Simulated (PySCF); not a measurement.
PySCF 2.14 output of an unrestricted MN15 calculation on a single atom or ion in x2c-TZVPPall (6s5p4d2f1g, 64 functions), with scalar relativity by spin-free X2C-1e:

```
SCF conv_tol = 1e-09
number electrons alpha = 14  beta = 11
    H. S. Yu, X. He, S. L. Li, and D. G. Truhlar.,  Chem. Sci. 7, 5032-5051 (2016)
    H. S. Yu, X. He, S. L. Li, and D. G. Truhlar.,  Chem. Sci. 7, 5032-5051 (2016)
cycle= 1 E= -1393.06048510884  delta_E= -0.0234  |g|= 0.0704  |ddm|= 0.204
cycle= 2 E= -1393.06001013261  delta_E= 0.000475  |g|= 0.0903  |ddm|= 0.0442
cycle= 3 E= -1393.06122731678  delta_E= -0.00122  |g|= 0.00149  |ddm|= 0.0254
cycle= 4 E= -1393.06122783634  delta_E= -5.2e-07  |g|= 0.000109  |ddm|= 0.000648
cycle= 5 E= -1393.06122784329  delta_E= -6.95e-09  |g|= 1.21e-05  |ddm|= 7.98e-05
cycle= 6 E= -1393.06122784339  delta_E= -1.06e-10  |g|= 8.7e-07  |ddm|= 1.07e-05
converged SCF energy = -1393.06122784339  <S^2> = 3.7533586  2S+1 = 4.0016789
```

The run itself started from symmetry-adapted Hartree-Fock orbitals and held the occupation by maximum overlap, on a logarithmic radial grid, so the iterations belong to that start.

Q: Which element, charge and spin multiplicity is this?

A: Co(2+) (cobalt, charge +2), multiplicity 4; the state was [Ar] 3d7, high-spin 4F determinant.
